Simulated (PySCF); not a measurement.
C₄H₅Si (SMILES [C]1=C[SiH2]C=C1), doublet, geometry from GFN2-xTB. Base run: PBE0/6-31G (PySCF).

Here is a job for PySCF.
```python
from pyscf import gto, scf, dft

mol = gto.Mole()
mol.atom = '''
    C    -0.997108    1.090205   -0.357469
    C     0.280088    1.341219   -0.243149
    Si    1.123122   -0.341860    0.217852
    C    -0.580437   -1.155179    0.165158
    C    -1.511515   -0.238272   -0.147554
    H     0.773235    2.284809   -0.375574
    H     1.725285   -0.298663    1.548629
    H     2.035660   -0.794672   -0.829844
    H    -0.836088   -2.188114    0.347207
    H    -2.567972   -0.445164   -0.242269
'''
mol.basis = '6-31g'
mol.charge = 0
mol.spin = 1
mol.verbose = 4
mol.build()

mf = dft.UKS(mol)
mf.xc = 'pbe0'
mf.kernel()
```

The base run was repeated with changes; each row names its change, and settings that it needs were set with it.

```tsv
change	ΔE vs base (µEh)	fitting functions	dipole (D)
base	0.0	-	1.04
auxbasis = def2-universal-jkfit	-41.8	518	1.04
auxbasis = cc-pvtz-ri	-9691	596	1.04
only_dfj = on; auxbasis = def2-universal-jfit	-140	302	1.04
auxbasis = default (with mf = mf.density_fit())	8.4	507	1.04
auxbasis = autoaux	-3937	487	1.05
auxbasis = cc-pvdz-jkfit	8.4	507	1.04
auxbasis = cc-pvqz-jkfit	-19.1	827	1.04
exchange = seminumerical (SGX) (with mf = sgx.sgx_fit(mf, auxbasis='def2-universal-jfit'); with mf.with_df.dfj = True)	-141	302	1.04
auxbasis = even-tempered beta=2.0	-4546	458	1.05
```

A fitting set is made for a task (jfit for Coulomb, jkfit for Coulomb and exchange, ri for correlation) and for a family of orbital bases.

Open shells are given as the SCF converged; they aren't shown to be the lowest states, and a large step between rows can be another state.
